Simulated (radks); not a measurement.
The numbers below are computed, except where a source is named.
Species: a nucleus of charge 78.9 with 79 electrons. Configuration: [Xe] 4f14 5d10 6s1.

Level of theory: scalar-relativistic Kohn-Sham, PBEsol, spin-polarised, spherical densities, finite nucleus; open shells are filled with parallel spins first (spin-orbit coupling, left out, can overturn this in heavy ions); Fermi nuclear charge, rms radius 5.4371 fm (a radial shooting solver on a logarithmic mesh with Libxc functionals).

Energy parts (hartree):
total: -18942.0520
kinetic: 21172.9385
electron-nucleus: -47124.7806
Hartree: 7366.0112
exchange-correlation: -356.2211

Orbitals (lengths in bohr, moments of r in powers of bohr):
| orbital | occ. | eigenvalue (hartree) | <r^4> |
|---|---|---|---|
| 1s up | 1 | -2957.416 | 4.279e-07 |
| 1s down | 1 | -2957.415 | 4.279e-07 |
| 2s up | 1 | -521.5975 | 0.00006274 |
| 2s down | 1 | -521.5975 | 0.00006274 |
| 2p up | 3 | -451.2498 | 0.00005084 |
| 2p down | 3 | -451.2497 | 0.00005084 |
| 3s up | 1 | -123.0161 | 0.002270 |
| 3s down | 1 | -123.0158 | 0.002270 |
| 3p up | 3 | -102.5925 | 0.002492 |
| 3p down | 3 | -102.5923 | 0.002492 |
| 3d up | 5 | -80.68732 | 0.001915 |
| 3d down | 5 | -80.68720 | 0.001915 |
| 4s up | 1 | -26.62806 | 0.05096 |
| 4s down | 1 | -26.62777 | 0.05096 |
| 4p up | 3 | -19.92734 | 0.06815 |
| 4p down | 3 | -19.92697 | 0.06814 |
| 4d up | 5 | -11.86078 | 0.09448 |
| 4d down | 5 | -11.86033 | 0.09448 |
| 4f up | 7 | -2.90284 | 0.1907 |
| 4f down | 7 | -2.90239 | 0.1906 |
| 5s up | 1 | -3.91788 | 1.372 |
| 5s down | 1 | -3.91799 | 1.369 |
| 5p up | 3 | -2.14484 | 2.639 |
| 5p down | 3 | -2.14428 | 2.618 |
| 5d up | 5 | -0.21921 | 23.89 |
| 5d down | 5 | -0.20882 | 22.11 |
| 6s up | 1 | -0.19613 | 157.3 |
| 6s down | 0 | -0.16844 | 166.8 |

The highest occupied level is 6s up at -5.337 eV. Summed over all electrons, <r^2> = 61.10 bohr^2, which gives a Langevin (diamagnetic) susceptibility term of -48.4 x 10^-6 cm^3/mol. The spin density at the nucleus is 124.6 e/bohr^3 (1s 0.4, 2s 0.2, 3s 0.0, 4s -0.1, 5s 0.2, 6s 123.9).
